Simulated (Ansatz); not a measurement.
`BCB[SiH2]F` + H₂ → `B[SiH2]F` + `BC` at 400 K and 1 bar (hydrogenolysis of a B–C bond).

Program: Ansatz. Geometries: PBE0-D4/def2-TZVP. ΔE: electronic, gas phase. CCSD(T)/CBS adds triple-zeta CCSD(T) − MP2 to the extrapolated MP2 energy (def2 sets, frozen cores). This one scheme is used for every species. Each species was taken in one conformer, which may not be the lowest.

```tsv
species	CCSD(T)/CBS energy (Eh)	H − E (kJ/mol)	S (J/(mol·K))
`BCB[SiH2]F`	-480.74436	245.0	405.6
H₂	-1.17544	38.0	139.0
`B[SiH2]F`	-416.08532	126.8	313.4
`BC`	-65.83255	164.9	265.6
```

H − E and S are ideal-gas, rigid-rotor, harmonic terms from PBE0-D4/def2-TZVP, for one conformer and one mirror image of each species. The MP2-based limit puts H₂ 0.8 mEh under its directly extrapolated value; such offsets cancel only in part. 1 Eh = 2625.50 kJ/mol, R = 8.31446 J/(mol·K).

Q: By hand: ΔE, ΔH, ΔS and ΔG.

A: ΔE = (-416.08532) + (-65.83255) − (-480.74436) − (-1.17544) = 0.00193 Eh = 5.1 kJ/mol. Δ(H − E) = 126.8 + 164.9 − 245.0 − 38.0 = 8.7, so ΔH = 13.8 kJ/mol. ΔS = 313.4 + 265.6 − 405.6 − 139.0 = 34.4 J/(mol·K). ΔG = 13.8 − 400 × (34.4)/1000 = 0.0 kJ/mol.

Q: By hand: the equilibrium constant, and the temperature at which ΔG would vanish if ΔH and ΔS stayed fixed.

A: log₁₀ K = −ΔG/(RT ln 10) = 0.0. ΔG = 0 at ΔH/ΔS = 401 K.

TΔS isn't small against ΔH here. The sign of ΔG lies within the doubt. A doubt of 5 kJ/mol in ΔE shifts log₁₀ K by 0.7 here. Other conformers and mirror images would add mixing entropy, several J/(mol·K) or more a flexible species. Modes under 60 cm⁻¹, often nearly free rotors, make the harmonic entropy too high. These are equilibria of isolated gas molecules and say nothing of rates. Largest T1 diagnostic: 0.013 (customary marks: 0.02 for closed shells, 0.045 for open ones).
